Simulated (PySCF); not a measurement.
Excitation energy of Cr by level of theory

Cr [Ar] 3d5 4s1 (7S) → Cr [Ar] 3d5 4p1 (7P), as a difference of total energies. Calculation: PySCF 2.14, in ANO-RCC-VTZP (6s5p3d2f1g, 59 functions); scalar relativity by spin-free X2C-1e. The calculations carry no spin-orbit coupling.

```tsv
method	excitation energy (eV)	error (eV)
LDA	3.411	+0.508
PBE	3.299	+0.396
r2SCAN	3.371	+0.468
PBEsol	3.336	+0.433
```

Reference: 2.903 eV (measured; NIST levels, between the centres of gravity of the two terms).

The basis was made for the ground configuration and has no added diffuse functions, so the excitation energy can come out too high.
